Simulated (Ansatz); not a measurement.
Molecule: sum formula WOF2 (charge 0, triplet). The spin state was set by rule; other spins were not relaxed. 
Structure (B3LYP-D3(BJ)/def2-TZVP (Ansatz, an electronic-structure program) minimum search):
SMILES: [O]=[W]([F])[F]
```xyz
4

W      0.0391    -0.0128    -0.0087
O      1.6133    -0.5290    -0.3568
F     -0.7624    -0.3562     1.6713
F     -0.9933     0.9319    -1.2830
```
Charge 0, spin multiplicity 3.

Basis-set convergence of Hartree-Fock and CCSD(T) correlation energies (hartree) with Ansatz. Cores are frozen in the correlated levels unless marked. UHF or UKS for open shells. Spin-orbit coupling is left out. Frozen are the shells of the preceding noble gas and the d and f shells that filled before the atom's block. In def2 rows, elements after Kr have scalar-relativistic effective core potentials.

The UHF reference is spin-contaminated (<S^2> 0.12 over the pure value in the largest basis). 

```json
[
 {"basis": "def2-SVP", "functions": "74", "E(HF)": "-340.01831", "E(corr, CCSD(T))": "-0.73156"},
 {"basis": "def2-TZVPP", "functions": "149", "E(HF)": "?", "E(corr, CCSD(T))": "?"}
]
```

Q: Fill in the missing entries.

A: 
- def2-TZVPP, E(HF): -340.39559
- def2-TZVPP, E(corr, CCSD(T)): -0.94668
